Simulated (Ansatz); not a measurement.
C3H7GeN can be A, `C=N[C](=C)[GeH3]`, or B, `[CH]1=NC[CH2][GeH2]1`.

Computed with Ansatz on PBE0-D4/def2-TZVP structures; ΔE is electronic, products minus reactants. CCSD(T)/CBS adds triple-zeta CCSD(T) − MP2 to the extrapolated MP2 energy (def2 sets, frozen cores). Functionals use def2-TZVPP. For Ge outer-core shells are correlated without core-valence functions, which leaves a few kJ/mol of doubt a bond. Scalar relativity is left out up to krypton. Each species was taken in one conformer, which may not be the lowest.

(1) Which is lower in electronic energy at CCSD(T)/CBS, and by how much? (Best estimate.)

(2) Give E(B) − E(A) in kJ/mol with CCSD/def2-TZVPP, CCSD(T)/def2-TZVPP, r2SCAN-D4, PBE-D4, ωB97M-V, B2PLYP, HF/def2-TZVPP. (Best estimate.)

Largest T1 diagnostic: 0.013.

## Answers

(1) The calculation gave: B, by 87.4 kJ/mol.

(2) Computed: CCSD/def2-TZVPP -87.5, CCSD(T)/def2-TZVPP -85.9, r2SCAN-D4 -86.4, PBE-D4 -86.8, ωB97M-V -89.8, B2PLYP -79.2, HF/def2-TZVPP -67.7. None reverses the order clearly.

From PBE to PBE0 (25 % exact exchange), in def2-TZVPP and without D4, E(B) − E(A) moves by −10.1 kJ/mol. In def2-TZVPP, CCSD(T) changes the Hartree–Fock value by −18.2 kJ/mol (the triples alone add +1.6 kJ/mol) and MP2 by −27.1 kJ/mol.
